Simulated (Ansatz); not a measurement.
`F[Si](F)(F)[SiH](Cl)Cl` + HI → `F[Si](F)(F)I` + dichlorosilane at 700 K and 1 bar (cleavage of the Si–Si bond).

Calculated with Ansatz (gas phase, PBE0-D4/def2-TZVP geometries, no zero-point term in ΔE). CCSD(T)/CBS adds triple-zeta CCSD(T) − MP2 to the extrapolated MP2 energy (def2 sets, frozen cores). def2 core potentials past Kr. For I outer-core shells are correlated without core-valence functions, which leaves a few kJ/mol of doubt a bond. One conformer a species, not always the lowest.

```tsv
species	CCSD(T)/CBS energy (Eh)	H − E (kJ/mol)	S (J/(mol·K))
`F[Si](F)(F)[SiH](Cl)Cl`	-1798.00739	146.1	542.7
HI	-298.03592	34.6	231.7
`F[Si](F)(F)I`	-886.14639	82.0	406.6
`Cl[SiH2]Cl`	-1209.93203	98.0	351.1
```

H − E and S are ideal-gas, rigid-rotor, harmonic terms from PBE0-D4/def2-TZVP, for one conformer and one mirror image of each species. 1 Eh = 2625.50 kJ/mol, R = 8.31446 J/(mol·K).

By hand: ΔE, ΔH, ΔS and ΔG.

ΔE = (-886.14639) + (-1209.93203) − (-1798.00739) − (-298.03592) = -0.03511 Eh = -92.2 kJ/mol. Δ(H − E) = 82.0 + 98.0 − 146.1 − 34.6 = -0.7, so ΔH = -92.9 kJ/mol. ΔS = 406.6 + 351.1 − 542.7 − 231.7 = -16.7 J/(mol·K). ΔG = -92.9 − 700 × (-16.7)/1000 = -81.2 kJ/mol.

By hand: the equilibrium constant, and the temperature at which ΔG would vanish if ΔH and ΔS stayed fixed.

log₁₀ K = −ΔG/(RT ln 10) = 6.1. ΔG = 0 at ΔH/ΔS = 5563 K, far beyond where these terms or the molecules hold.

ΔH outweighs TΔS. A doubt of 5 kJ/mol in ΔE shifts log₁₀ K by 0.4 here. Other conformers and mirror images would add mixing entropy, several J/(mol·K) or more a flexible species. Modes under 60 cm⁻¹, often nearly free rotors, make the harmonic entropy too high. These are equilibria of isolated gas molecules and say nothing of rates. Largest T1 diagnostic: 0.011 (customary marks: 0.02 for closed shells, 0.045 for open ones).
